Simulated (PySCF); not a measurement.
Compound: 2,3-dimethylthiophene, C6H8S.
Cartesian coordinates in Å at the PBE0-D3(BJ)/def2-SVP level; atoms count from 1:
```
atom  x, y, z in Å
C1    -0.762    1.597    0.411
C2     0.193    0.488    0.097
C3     1.614    0.648    0.090
C4     2.288   -0.505   -0.205
S5     1.201   -1.804   -0.479
C6    -0.182   -0.805   -0.199
C7    -1.559   -1.381   -0.275
H8    -0.769    1.827    1.490
H9    -0.484    2.522   -0.115
H10   -1.792    1.343    0.123
H11    2.114    1.597    0.295
H12    3.363   -0.658   -0.281
H13   -1.547   -2.400   -0.686
H14   -2.033   -1.431    0.719
H15   -2.210   -0.771   -0.921
```

Linear response at B3LYP/def2-SVPD (PySCF, frozen core in the response, non-relativistic).

Static isotropic polarisability: 89.29 au (13.23 Å³), principal values 61.1, 101.2, 105.6 au.

Question: What is the polarisability at 1064 nm and at the sodium D line?

Answer: 90.28 au at 1064 nm (+1.1 %), 92.66 au at 589.3 nm (+3.8 %). The rise at 589.3 nm is 3.43 times that at 1064 nm; a pure ω² law gives 3.26. The lowest singlet lies at 230 nm, shorter than both wavelengths.

Question: What is the isotropic C6 coefficient between two such molecules, C6 = (3/π)∫α(iω)² dω?

Answer: 3034 au (Eh·bohr⁶) by a ten-point quadrature over imaginary frequencies, which is 1810 eV·Å⁶ or 175 J·nm⁶/mol.

Question: Which effective excitation energy ω̄ makes London's formula C6 = (3/4)α²ω̄ exact here?

Answer: ω̄ = 4·C6/(3α²) = 0.507 Eh = 13.8 eV. A one-pole form α(ω) = α/(1 − ω²/ω̄²) fitted to the 1064 nm value gives 11.2 eV.

Question: What molar refraction at the D line follows from R = (4π/3)·N_A·α′, with α′ the polarisability volume?

Answer: α′ = 13.73 Å³ gives R = 34.64 cm³/mol, for isolated, non-vibrating species.

Question: How anisotropic is the static polarisability, by Δα² = ½[(α1 − α2)² + (α2 − α3)² + (α3 − α1)²]?

Answer: Δα = 42.5 au, or 0.48 of the isotropic value.

Question: How many electrons N does the Slater–Kirkwood formula C6 = (3/4)·√N·α^(3/2) need to give this C6?

Answer: N = (4·C6/3)²/α³ = 23.0; the species has 60 electrons in all.

Question: The lowest 6 singlets have (eV, f): 5.40, 0.042; 5.44, 0.055; 5.69, 0.066; 5.83, 0.013; 5.89, 0.001; 6.33, 0.002. What share of the static polarisability do they carry in the sum over states α = Σ f/ω²?

Answer: 4.30 au, 4.8 % of α; the largest term, 1.51 au, is that of the state at 5.69 eV. Their oscillator strengths add up to 0.18. Higher states carry the rest.

Question: What three-body coefficient follows from the one-pole estimate C9 = (3/4)·α·C6?

Answer: 203000 au. This is an estimate from the two numbers above, not a computed integral.

Question: What does −C6/R⁶ come to at R = 10 Å between centres?

Answer: -170 J/mol. This is the leading, orientation-averaged term; C8 and higher terms are left out.
